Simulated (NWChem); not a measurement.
A series in which one site is exchanged, each optimised at B3LYP/6-31G* with NWChem, gas phase unless a solvent is named. All stand in one matching conformer (torsions within 35°), which need not be the lowest. Pople sets run with spherical d functions. This build's default masses of Se (78.918 u) and Br (79.917 u) are each other's, which moves their modes by up to 0.6 %.

A: C([SiH3])=C (C$_{2}$H$_{6}$Si; site = H)
B: [SiH2](F)C=C (C2H5FSi; site = F)
C: C=C[SiH2]Br (C2H5BrSi; site = Br)
D: C([SiH2]Cl)=C (C2H5ClSi; site = Cl)

Values for A:

| Item | Result |
|---|---|
| dipole (D), B3LYP/6-31G* | 0.80 |
| orbital gap (eV), B3LYP/6-31G* | 7.22 |
| highest harmonic frequency (cm⁻¹), B3LYP/6-31G* | 3217 |
| lowest singlet excitation, PBE0/def2-SVPD, TDA (eV) | 6.79 |

How do these values change for the other members?


```json
[
 {"change from A": "dipole (D), B3LYP/6-31G*", "B": "+0.75", "C": "+1.74", "D": "+1.72"},
 {"change from A": "orbital gap (eV), B3LYP/6-31G*", "B": "+0.04", "C": "-0.49", "D": "-0.22"},
 {"change from A": "highest harmonic frequency (cm⁻¹), B3LYP/6-31G*", "B": "+10", "C": "+6", "D": "+5"},
 {"change from A": "lowest singlet excitation, PBE0/def2-SVPD, TDA (eV)", "B": "-0.01", "C": "-0.93", "D": "-0.49"}
]
```
